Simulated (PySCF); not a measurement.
PySCF was given this input:
```python
from pyscf import gto, scf, dft

mol = gto.M(
    atom='''
Si    2.649498    0.294009    1.192709
N     1.246451   -0.613772    0.366679
C     1.725213   -1.694610   -0.656633
Ge   -0.425583   -0.052964   -0.103998
Cl   -0.585012    0.799458   -2.167657
Cl   -1.687289   -1.528172    0.127121
Cl   -0.913337    1.592813    1.247288
H     3.504785   -0.599701    1.640042
H     3.099383    1.030084    0.020795
H     1.839158    1.323792    2.032307
H     2.035238   -1.441405   -1.474630
H     2.563588   -2.307767    0.014474
H     1.000732   -2.354730   -0.596853
''',
    basis='sto-3g',
    charge=0,
    spin=0,
    verbose=4,
)

mf = dft.RKS(mol)
mf.xc = 'pbe'
mf.kernel()
g = mf.nuc_grad_method()
grad = g.kernel()
```

Problem. Estimate the HOMO-LUMO gap that PBE/STO-3G, gradient (PySCF) returns for this input.

Solution. 3.30 eV

Problem. What Mulliken (on the basis functions themselves) charges in atom order does PBE/STO-3G, gradient give?

Solution. Si1 0.61, N2 -0.45, C3 -0.26, Ge4 0.85, Cl5 -0.29, Cl6 -0.25, Cl7 -0.28, H8 -0.09, H9 -0.10, H10 -0.07, H11 0.13, H12 0.07, H13 0.12

Problem. What nuclear repulsion energy does PBE/STO-3G, gradient give?

Solution. 1070.0840 Eh

Problem. Give the number of basis functions at the level PBE/STO-3G, gradient.

Solution. 70

Problem. What is the computed dipole moment (PBE/STO-3G, gradient)?

Solution. 4.69 D

Problem. Predict the HOMO energy from PBE/STO-3G, gradient.

Solution. -2.79 eV
